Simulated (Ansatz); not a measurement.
Saddle point of SiN2H5Cl, closed shell (SiN₂H₅Cl ([NH2][SiH]([NH2])[Cl]) → SiNH₂Cl ([NH][SiH][Cl]) + NH₃ (still joined by a long Si–N bond); bonds formed: N2–H4; bonds broken: N3–H4; bonds weakened to dative contacts: Si1–N2), PBE0-D4/def2-TZVP structure:

```
atom    x (Å)    y (Å)    z (Å)
 Si1  -0.3275  -0.7045   0.1395
  N2   0.1651   1.0504   0.4589
  N3   0.0915  -0.3949  -1.4080
  H4   0.3963   0.8450  -0.7058
  H5  -1.7045  -0.9234   0.6401
 Cl6   0.8334  -1.8617   1.4089
  H7   0.9604   1.2163   1.0636
  H8  -0.5617   1.7323   0.6393
  H9   0.1470  -0.9595  -2.2365
```

Energies are electronic, without zero-point energy. Barriers and step energies count from the start structure reached by relaxing down the imaginary mode; all methods use the PBE0-D4 structures, on which another method's saddle can fall below an end. Program: Ansatz 0.2.0. Basis: def2-TZVPP, with def2-QZVPP for the basis limit. Cores are frozen in the correlated methods. B3LYP uses VWN-RPA correlation. Extrapolation: Hartree–Fock as exp(−7.88 √X), correlation as X^−2.97.

| method | barrier (kJ/mol) | step energy (kJ/mol) |
| --- | --- | --- |
| SPW92 | 175.2 | 170.2 |
| PBE-D4 | 190.2 | 169.7 |
| BLYP-D4 | 202.2 | 172.1 |
| r2SCAN-D4 | 208.2 | 182.8 |
| B97M-V | 221.7 | 185.0 |
| PBE0-D4 | 210.4 | 185.5 |
| B3LYP-D4 | 217.7 | 185.5 |
| r2SCAN0-D4 | 221.1 | 192.9 |
| BHLYP-D4 | ? | 202.2 |
| CAM-B3LYP-D4 | 224.7 | 194.0 |
| wB97X-V | 225.3 | 194.1 |
| wB97M-V | 220.9 | 189.1 |
| B2PLYP | ? | 186.2 |
| PBE-QIDH | 221.0 | 192.3 |
| RPA on PBE | 218.1 | 183.6 |
| HF | 278.0 | 221.1 |
| MP2 | ? | 185.8 |
| CCSD | 232.4 | 194.9 |
| CCSD(T) | 221.5 | 187.6 |

(1) Fill in the withheld barriers. (To be estimated.)

The T1 diagnostic stays at or below 0.014.

## Answers

(1) The calculation gives: B2PLYP 219.1; MP2 215.8; BHLYP-D4 240.9 kJ/mol. Each is the energy of the saddle less that of the start structure, by the same method.

For comparison, the barrier by CCSD(T) at an estimated basis limit (MP2 extrapolated from triple and quadruple zeta, plus CCSD(T) − MP2 in triple zeta) is 221.3 kJ/mol.

Labels in which every atom is bracketed show which atoms are joined, not bond orders.

For scale, one of the runs: CCSD(T)/def2-TZVPP, 216 basis functions, launched by `ansatz run in.yaml --threads 4 --pin off --events-out ev --progress --plain --max-ram 9574MiB`. Hardware: 4 CPU threads of an AMD EPYC, shared host. Wall time 110 s; peak host memory 3.1 GiB.
